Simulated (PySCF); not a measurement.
**Correlation energy of Zr³⁺ (zirconium, charge +3)**

Starting occupation: [Kr] 5s1, 5s1/2 with m_j = +1/2. All numbers are calculated (PySCF 2.14, X2C-1e with screened-nucleus spin-orbit coupling, Gaussian nucleus, in x2c-SVPall-2c with one added diffuse shell each of s, p, d type (7s9p7d1f, 76 functions)). Frozen: [Ar] 3d10; 9 electrons correlated; the 6 highest virtual spinors left out.

MP2 pair energies summed by pair of shells (mhartree):

```csv
pair,energy,share (%)
4p3/2-4p3/2,-55.38,34.4
4p1/2-4p3/2,-53.17,33.0
4p1/2-4p1/2,-14.12,8.8
4p3/2-5s1/2,-12.82,8.0
4p3/2-4s1/2,-8.89,5.5
4p1/2-5s1/2,-6.00,3.7
4s1/2-4s1/2,-5.24,3.3
4p1/2-4s1/2,-4.39,2.7
4s1/2-5s1/2,-1.08,0.7
```

Total MP2 correlation energy: -161.09 mhartree.

This basis was not built for core-valence correlation, so the inner-shell part is incomplete.
